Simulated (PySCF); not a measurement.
## Correlation energy of In⁺ (indium, charge +1)

[Kr] 4d9 5s2 5p1, one real determinant (an excited configuration). Computed with PySCF 2.14 in ANO-RCC-VTZP (7s6p4d2f1g, 68 functions), with the spin-free X2C one-electron Hamiltonian (Gaussian nucleus). Frozen: [Ar] 3d10; 20 electrons correlated.

```csv
level,correlation energy (mhartree)
CCSD,-612.55
(T),-49.67
CCSD(T),-662.22
```

Diagnostics: T1 = 0.011, D1 = 0.0437, largest double amplitude 0.475.

The real determinant used has ⟨L²⟩ near 8 against 12 for a pure F term, so it mixes terms. A double-excitation amplitude exceeds 0.15, a sign of near-degeneracy.

Cost of the coupled-cluster step: about 50 core-seconds, for 20 correlated electrons.

Iterations:

```
CC2 = 0
CCSD nocc = (np.int64(11), np.int64(9)), nmo = (54, 54)
frozen orbitals [[0, 1, 2, 3, 4, 5, 6, 7, 8, 9, 10, 11, 12, 13], [0, 1, 2, 3, 4, 5, 6, 7, 8, 9, 10, 11, 12, 13]]
max_cycle = 100
direct = 0
conv_tol = 1e-08
conv_tol_normt = 1e-06
diis_space = 8
diis_start_cycle = 0
Init t2, MP2 energy = -0.635851133503394
Init E_corr(UCCSD) = -0.635851131996582
cycle = 1  E_corr(UCCSD) = -0.602168367405349  dE = 0.0336827646  norm(t1,t2) = 0.207265
cycle = 2  E_corr(UCCSD) = -0.615607545708048  dE = -0.0134391783  norm(t1,t2) = 3.12279
cycle = 3  E_corr(UCCSD) = -0.614662895635094  dE = 0.000944650073  norm(t1,t2) = 47.8616
cycle = 4  E_corr(UCCSD) = -0.614765186289957  dE = -0.000102290655  norm(t1,t2) = 0.0251332
cycle = 5  E_corr(UCCSD) = -0.615484508765036  dE = -0.000719322475  norm(t1,t2) = 0.0635698
cycle = 6  E_corr(UCCSD) = -0.615583274125611  dE = -9.87653606e-05  norm(t1,t2) = 0.0409274
cycle = 7  E_corr(UCCSD) = -0.615507154904026  dE = 7.61192216e-05  norm(t1,t2) = 0.0616397
cycle = 8  E_corr(UCCSD) = -0.614686422983375  dE = 0.000820731921  norm(t1,t2) = 0.0741503
cycle = 9  E_corr(UCCSD) = -0.61328226059834  dE = 0.00140416239  norm(t1,t2) = 0.0238461
cycle = 10  E_corr(UCCSD) = -0.612770250012825  dE = 0.000512010586  norm(t1,t2) = 0.0822417
cycle = 11  E_corr(UCCSD) = -0.612660135098982  dE = 0.000110114914  norm(t1,t2) = 0.0278146
cycle = 12  E_corr(UCCSD) = -0.612503422828123  dE = 0.000156712271  norm(t1,t2) = 0.0122051
cycle = 13  E_corr(UCCSD) = -0.612585242355765  dE = -8.18195276e-05  norm(t1,t2) = 0.00661275
cycle = 14  E_corr(UCCSD) = -0.612527257244111  dE = 5.79851117e-05  norm(t1,t2) = 0.000395521
cycle = 15  E_corr(UCCSD) = -0.612560410447158  dE = -3.3153203e-05  norm(t1,t2) = 0.00076886
cycle = 16  E_corr(UCCSD) = -0.612549744599364  dE = 1.06658478e-05  norm(t1,t2) = 0.000115313
cycle = 17  E_corr(UCCSD) = -0.612550390401804  dE = -6.4580244e-07  norm(t1,t2) = 9.01671e-05
cycle = 18  E_corr(UCCSD) = -0.612549606962194  dE = 7.83439611e-07  norm(t1,t2) = 8.48462e-05
cycle = 19  E_corr(UCCSD) = -0.612549853991234  dE = -2.4702904e-07  norm(t1,t2) = 2.26442e-05
cycle = 20  E_corr(UCCSD) = -0.612549723238827  dE = 1.30752407e-07  norm(t1,t2) = 2.65653e-06
cycle = 21  E_corr(UCCSD) = -0.612549744331715  dE = -2.10928883e-08  norm(t1,t2) = 1.27112e-06
cycle = 22  E_corr(UCCSD) = -0.612549755769007  dE = -1.14372917e-08  norm(t1,t2) = 2.57061e-06
cycle = 23  E_corr(UCCSD) = -0.612549740272985  dE = 1.54960222e-08  norm(t1,t2) = 9.24627e-07
cycle = 24  E_corr(UCCSD) = -0.612549728597021  dE = 1.16759634e-08  norm(t1,t2) = 3.3259e-07
cycle = 25  E_corr(UCCSD) = -0.612549736120233  dE = -7.5232115e-09  norm(t1,t2) = 7.60075e-07
UCCSD converged
E(UCCSD) = -5877.812558379476  E_corr = -0.6125497361202328
UCCSD(T) correction = -0.0496711306318812
```

The basis was made for the ground configuration and has no added diffuse functions, which can raise the energy of the promoted electron.

The reference is one real determinant that mixes LS terms of this configuration.
